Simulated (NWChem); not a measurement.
The numbers come from NWChem runs, not from measurements. System: C₃H₅O, charge 0, spin multiplicity 2, at a geometry optimised with UPBE/def2-SVP. The structure started from a generated list of species. Its SCF solution wasn't tested for a lower state. Level: G0W0@UPBE0/def2-TZVP, RI basis def2-tzvp-rifit.

Part of the output:

```
             Northwest Computational Chemistry Package (NWChem) 7.3.0
             --------------------------------------------------------

                                NWChem Input Module
                                -------------------

 Scaling coordinates for geometry "geometry" by  1.889725989
 (inverse scale =  0.529177249)

                             Geometry "geometry" -> ""
                             -------------------------

 Output coordinates in angstroms (scale by  1.889725989 to convert to a.u.)

  No.       Tag          Charge          X              Y              Z
 ---- ---------------- ---------- -------------- -------------- --------------
    1 C                    6.0000    -1.76507700    -0.09407000    -0.20616900
    2 C                    6.0000    -0.29488200    -0.44276800    -0.42290700
    3 C                    6.0000     0.68158700     0.45928800     0.31162500
    4 O                    8.0000     1.84814700     0.28961700     0.49777800
    5 H                    1.0000    -2.42083100    -0.76570300    -0.79401100
    6 H                    1.0000    -2.04720900    -0.19211200     0.86109000
    7 H                    1.0000    -1.97656200     0.94959800    -0.51256800
    8 H                    1.0000    -0.05853800    -1.49290500    -0.13511000
    9 H                    1.0000    -0.01180200    -0.35052200    -1.49691900

 Effective nuclear repulsion energy (a.u.)     107.1674877221

            Nuclear Dipole moment (a.u.)
            ----------------------------
        X                 Y               Z
 ---------------- ---------------- ----------------
     0.0000037795    -0.0000151178    -0.0000000000


 Summary of "ao basis" -> "" (spherical)
 ------------------------------------------------------------------------------
       Tag                 Description            Shells   Functions and Types
 ---------------- ------------------------------  ------  ---------------------
 *                         def2-tzvp                  on all atoms

 new library libraries.bse/

 Summary of "ri basis" -> "" (spherical)
 ------------------------------------------------------------------------------
       Tag                 Description            Shells   Functions and Types
 ---------------- ------------------------------  ------  ---------------------
 *                      def2-tzvp-rifit               on all atoms

                                 NWChem DFT Module
                                 -----------------

 Summary of "ao basis" -> "ao basis" (spherical)
 ------------------------------------------------------------------------------
       Tag                 Description            Shells   Functions and Types
 ---------------- ------------------------------  ------  ---------------------
 C                         def2-tzvp                11       31   5s3p2d1f
 O                         def2-tzvp                11       31   5s3p2d1f
 H                         def2-tzvp                 4        6   3s1p

 Summary of "ao basis" -> "ao basis" (spherical)
 ------------------------------------------------------------------------------
       Tag                 Description            Shells   Functions and Types
 ---------------- ------------------------------  ------  ---------------------
 C                         def2-tzvp                11       31   5s3p2d1f
 O                         def2-tzvp                11       31   5s3p2d1f
 H                         def2-tzvp                 4        6   3s1p

            General Information
            -------------------
          SCF calculation type: DFT
          Wavefunction type:  spin polarized.
          No. of atoms     :     9
          No. of electrons :    31
           Alpha electrons :    16
            Beta electrons :    15
          Charge           :     0
          Spin multiplicity:     2
          Use of symmetry is: off; symmetry adaption is: off
          Maximum number of iterations: 100
          This is a Direct SCF calculation.
          AO basis - number of functions:   154
                     number of shells:    64
          Convergence on energy requested:  1.00D-06
          Convergence on density requested:  1.00D-05
[...]
    beta     21     22     23     24     25     26     27     28     29     30
 overlap   0.998  0.997  0.990  0.996  0.974  0.971  0.999  0.776  0.795  0.991

   alpha     31     32     33     34     35     36     37     38     39     40
    beta     31     32     33     34     35     36     37     38     39     40
 overlap   0.999  0.990  0.989  0.959  0.952  0.993  0.969  0.979  0.991  0.996

   alpha     41     42     43     44     45     46     47     48     49     50
    beta     42     41     43     44     45     46     47     48     49     50
 overlap   0.861  0.865  0.983  0.998  0.987  0.996  0.994  0.963  0.960  0.997

   alpha     51     52     53     54     55     56     57     58     59     60
    beta     51     52     53     54     55     56     57     58     59     60
 overlap   0.986  0.993  0.992  0.980  0.986  0.998  0.997  0.999  0.999  0.996

   alpha     61     62     63     64     65     66     67     68     69     70
    beta     61     62     63     64     65     66     67     68     69     70
 overlap   0.990  0.943  0.940  0.927  0.978  0.998  0.951  0.917  0.937  0.995

   alpha     71     72     73     74     75     76     77     78     79     80
    beta     71     72     73     74     75     76     77     78     79     80
 overlap   0.996  0.995  0.998  0.997  0.995  0.997  0.997  0.991  0.988  0.999

   alpha     81     82     83     84     85     86     87     88     89     90
    beta     81     82     83     84     85     86     87     88     89     90
 overlap   0.997  0.999  0.999  0.999  0.998  0.999  0.993  0.995  0.993  0.987

   alpha     91     92     93     94     95     96     97     98     99    100
    beta     91     92     93     94     95     96     97     98     99    100
 overlap   0.987  0.999  0.994  0.995  1.000  0.999  0.993  0.988  0.990  0.995

   alpha    101    102    103    104    105    106    107    108    109    110
    beta    101    102    104    103    105    106    107    108    109    110
 overlap   0.995  0.999  0.953  0.967  0.990  0.921  0.892  0.957  0.974  0.895

   alpha    111    112    113    114    115    116    117    118    119    120
    beta    111    112    113    114    115    116    117    119    118    120
 overlap   0.921  0.981  0.994  0.981  0.979  0.996  0.996  0.771  0.777  0.996

   alpha    121    122    123    124    125    126    127    128    129    130
    beta    121    122    123    124    125    126    127    128    129    130
 overlap   0.997  0.997  0.998  0.997  0.999  0.991  0.991  0.999  0.997  0.999

   alpha    131    132    133    134    135    136    137    138    139    140
    beta    131    132    133    134    135    136    137    138    139    140
 overlap   1.000  0.999  1.000  1.000  0.998  0.997  1.000  1.000  1.000  1.000

   alpha    141    142    143    144    145    146    147    148    149    150
    beta    141    142    143    145    144    146    147    148    149    150
 overlap   1.000  1.000  1.000  0.880  0.873  0.995  0.996  1.000  1.000  1.000

   alpha    151    152    153    154
    beta    151    152    153    154
 overlap   1.000  1.000  1.000  1.000

     --------------------------
     Expectation value of S2:
     --------------------------
      <S2> =      0.7536 (Exact =     0.7500)

 center of mass
 --------------
 x =   0.21386088 y =   0.06082164 z =   0.06821245

 moments of inertia (a.u.)
 ------------------
          77.899903731627         -57.617476632358         -86.067455258314
         -57.617476632358         441.428034136926         -25.441852822491
         -86.067455258314         -25.441852822491         436.231477303453

     Multipole analysis of the density
     ---------------------------------

     L   x y z        total         alpha         beta         nuclear
     -   - - -        -----         -----         ----         -------
     0   0 0 0     -0.000000    -16.000000    -15.000000     31.000000

     1   1 0 0     -0.879629     -1.103614      0.223981      0.000004
     1   0 1 0     -0.408551     -0.698437      0.289901     -0.000015
     1   0 0 1     -0.445197     -0.559859      0.114662     -0.000000

     2   2 0 0    -21.175997   -125.707174   -121.478296    226.009474
     2   1 1 0     -0.381703    -15.774149    -14.609700     30.002145
     2   1 0 1     -0.882030    -23.835199    -22.627314     45.580483
     2   0 2 0    -18.490589    -23.442575    -20.197693     25.149679
     2   0 1 1     -0.538161     -7.969886     -6.617429     14.049154
     2   0 0 2    -17.893165    -23.686824    -22.013279     27.806938

 Task  times  cpu:       32.9s     wall:       32.9s

                                NWChem Input Module
                                -------------------

                                 NWChem GW Module
                                 ----------------

                             ***********************
                             ***        GW       ***
                             ***********************

 Summary of "ri basis" -> "ri basis" (spherical)
 ------------------------------------------------------------------------------
       Tag                 Description            Shells   Functions and Types
 ---------------- ------------------------------  ------  ---------------------
 C                      def2-tzvp-rifit             22       76   8s6p4d3f1g
 O                      def2-tzvp-rifit             22       76   8s6p4d3f1g
 H                      def2-tzvp-rifit              7       15   4s2p1d

                 Memory Information
                 ------------------
          Available GA per process is          1699.6 MBs
          Available stack per process is        700.0 MBs
          Available heap per process is           0.0 MBs

          Peak memory in Initialization
              Peak GA per process is                 17.0 MBs
              Peak stack per process is               0.3 MBs
              Peak heap per process is               17.2 MBs
              Memory not in MA per process            0.0 MBs

          Peak memory in CDGW Calculation
              Peak GA per process is                 19.1 MBs
              Peak stack per process is               2.2 MBs
              Peak heap per process is                4.1 MBs
              Memory not in MA per process            0.0 MBs

          Computing 2-center integrals
          Computing Inverse Cholesky factor
          Computing 3-center integrals
          Computing Vxc

          Computing Sigma_x
          Computing W(iw) on the imaginary grid
          Solving quasiparticle equations

                  Alpha Orbitals
          State     Energy (eV)     Error (eV)
          -----------------------------------
@GW        13        -13.512           0.005
@GW        14        -12.945           0.005
@GW        15        -12.735           0.002
@GW        16         -7.920           0.002
@GW        17          1.592           0.002
@GW        18          2.953           0.004

                   Beta Orbitals
          State     Energy (eV)     Error (eV)
          -----------------------------------
@GW        12        -13.835           0.002
@GW        13        -13.387           0.002
@GW        14        -12.675           0.002
@GW        15        -12.281           0.002
@GW        16          0.543           0.002
@GW        17          1.973           0.002

     GW Timing Statistics
   ------------------------
   Init.   :          0.1s
     ERIs  :          1.4s
     Distr.:          0.0s
     Vxc   :          3.6s
   Vmo     :          0.0s
   iW      :          3.6s
   I_n     :          0.0s
   R_n     :          1.1s
   GW total:          9.8s

 Task  times  cpu:        9.8s     wall:        9.8s

 Total times  cpu:       42.8s     wall:       42.8s
```

**Question.** Write an NWChem input that would produce this output.

**Answer.** This is not unique; one that fits is 
```
start mol
memory heap 200 mb stack 700 mb global 1700 mb
geometry units angstroms nocenter noautoz noautosym
  C     -1.765077    -0.094070    -0.206169
  C     -0.294882    -0.442768    -0.422907
  C      0.681587     0.459288     0.311625
  O      1.848147     0.289617     0.497778
  H     -2.420831    -0.765703    -0.794011
  H     -2.047209    -0.192112     0.861090
  H     -1.976562     0.949598    -0.512568
  H     -0.058538    -1.492905    -0.135110
  H     -0.011802    -0.350522    -1.496919
end
basis spherical
  * library def2-tzvp
end
basis "ri basis" bse spherical
  * library def2-tzvp-rifit
end
dft
  xc pbe0
  odft
  mult 2
  iterations 100
  direct
  tolerances tight
end
task dft energy
gw
  method cdgw
  states alpha occ 4 vir 2
  states beta occ 4 vir 2
end
task dft gw
```
